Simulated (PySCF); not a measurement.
C3H6N2Si.
Bonds: C1–N2 (double), N2–C3, C3–Si4, Si4–C5, C5–N6 (triple). Hydrogens: H7, H8 on C1; H9, H10 on C3; H11, H12 on Si4.

A calculation gives these core lines: C 1s: 291.52 (area 1), 291.71 (area 1), 291.80 (area 1) eV; N 1s: 405.16 (area 1), 405.42 (area 1) eV; Si 1s: 1847.63 eV; Si 2p3/2: 107.85 eV.

Computed with delta-SCF UKS SCAN, pcX-2 on the ionised atom, pcseg-1 elsewhere, spin-free X2C in PySCF 2.14.0. Geometry: GFN2-xTB, one conformer, isolated molecule.

(1) Assign the N 1s lines to atoms.

Answers

(1) 405.16 eV: N6 (cyano nitrogen); 405.42 eV: N2 (imine nitrogen). The listed N 1s values span 0.26 eV, from N6 (bonded to C (triple bond)) to N2 (bonded to C (double bond) and C).

Bonded neighbours of each site: C1: N (double bond) and 2 H; N2: C (double bond) and C; C3: N, 2 H and Si; Si4: 2 C and 2 H; C5: N (triple bond) and Si; N6: C (triple bond).

**Question.** Which photon energy gives electrons from Si 1s of Si4 a kinetic energy of 20 eV, and what is their de Broglie wavelength?

**Answer.** hν = 1847.63 + 20 = 1867.63 eV, recoil neglected; λ = 12.264 Å/√(E/eV) = 2.74 Å.

Spin–orbit coupling isn't in the SCF: each 2p doublet comes from a relaxed spin-free hole plus a matrix of the shell (mean-field spin–orbit coupling and the ground-state 2p splitting), with 2p3/2 averaged over its two sublevels. 2p1/2 minus 2p3/2 (ligand field included): Si 0.62 eV.

The run took 2.0 min on an Arm Neoverse N1 with one thread, no GPU (shared host), and the process peaked at 0.59 GiB of memory.

Conformer computed: `[CH2:1]=[N:2][CH2:3][SiH2:4][C:5]#[N:6]`: C1–N2–C3–Si4 112°, N2–C3–Si4–C5 177°.
